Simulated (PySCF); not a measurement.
Coordinates in bohr (charge 0 multiplicity 2):
```
Tc    0.0000    0.0000    0.1154
O     0.0000    0.0000    3.2231
O     2.9578    0.1646   -1.7916
O    -2.9578   -0.1646   -1.7916
H     3.6790   -1.1769   -2.8063
H    -3.6790    1.1769   -2.8063
```

All numbers come from PySCF, UB3LYP, basis Tc def2-SVP with ECP28, O def2-SVP, H def2-SVP (scalar-relativistic core potentials, no spin–orbit coupling, density fitting).

This geometry of TcO(OH)₂ is a stationary point at this level.

Q: What is the point group?

A: C2.

Q: Is it a minimum?

A: Yes: all harmonic wavenumbers are real.

Q: List the harmonic modes with their infrared intensities.

A: 
```csv
symmetry,ω (cm⁻¹),IR (km/mol)
b,117,3.3
a,173,1.3
b,223,8.6
b,329,88.7
a,362,124
b,551,330
a,597,66.1
a,705,46.7
b,729,78.6
a,1064,185
b,3807,213
a,3811,127
```

Q: What is the atomisation energy, with and without zero-point energy?

A: 2221 kJ/mol without, 2147 kJ/mol with.

In C2 the vibrations span 6b + 6a.

Only a few start shapes were tried, so a lower isomer may exist. Other spin states or occupations of the open shell can lie lower.
